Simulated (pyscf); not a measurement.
**H₃Si–O–PH₂, singlet**

Gas-phase minimum from PySCF at ωB97X-D3(BJ)/def2-SVP, one conformer. H₃Si–O–PH₂ lies 5.7 kcal/mol over its isomer HO–SiH₂–PH₂, and others may lie lower still (electronic energy, ωB97M-D3(BJ)). 

SMILES: [SiH3]OP
```xyz
8

Si     0.6432    -0.4364    -0.0556
O     -0.6578     0.4059    -0.6809
P     -1.1695     1.9348    -0.2757
H      0.6990    -1.7576    -0.7311
H      0.4686    -0.6122     1.4165
H      1.9023     0.3270    -0.3019
H     -1.1270     1.8380     1.1562
H      0.0863     2.6305    -0.3028
```
Charge 0, spin multiplicity 1.

Bonded distances (Å): Si1–O2 1.671, Si1–H4 1.485, Si1–H5 1.493, Si1–H6 1.493, O2–P3 1.662, P3–H7 1.436, P3–H8 1.436. Angles (°): O2–Si1–H4 107.9, O2–Si1–H5 109.7, O2–Si1–H6 109.7, H4–Si1–H5 110.4, H4–Si1–H6 110.4, H5–Si1–H6 108.8, Si1–O2–P3 127.7, O2–P3–H7 99.9, O2–P3–H8 99.9, H7–P3–H8 91.5.

Properties at ωB97X-D3(BJ)/def2-SVP:

| Quantity | Result |
|---|---|
| Harmonic wavenumbers, unscaled | 109, 146, 170, 652, 729, 751, 948, 958, 969, 970, 1015, 1030, 1143, 2249, 2255, 2297, 2368, 2374 cm⁻¹ |
| Zero-point energy | 30.2 kcal/mol |
| Rotational symmetry number | 1 |
| Entropy of this conformer at 298 K and 1 atm, rigid rotor and harmonic oscillator, modes under 100 cm⁻¹ raised to 100 | 307.6 J/(mol K) |
| Dipole moment | 1.41 D |

Single-point totals, which compare only within one level (frozen core for MP2 and CC):

| level | total energy (hartree) |
|---|---|
| ωB97X-D3(BJ)/def2-TZVP | -709.22299 |
| PBE/def2-TZVP | -708.75889 |
| r²SCAN/def2-TZVP | -709.06655 |
| B3LYP-D3(BJ)/def2-TZVP | -709.21967 |
| PBE0-D3(BJ)/def2-TZVP | -708.82640 |
| M06-2X/def2-TZVP | -709.08608 |
| ωB97M-D3(BJ)/def2-TZVP | -709.26357 |
| HF/def2-TZVPP | -707.54558 |
| MP2/def2-TZVPP | -708.06461 |
| CCSD/def2-TZVPP | -708.10712 |
| CCSD(T)/def2-TZVPP | -708.12719 |

Soft torsions are taken as harmonic, which can shift the entropy by several J/(mol K). The CCSD(T) − MP2 part came from Ansatz, without density fitting, on the same reference.
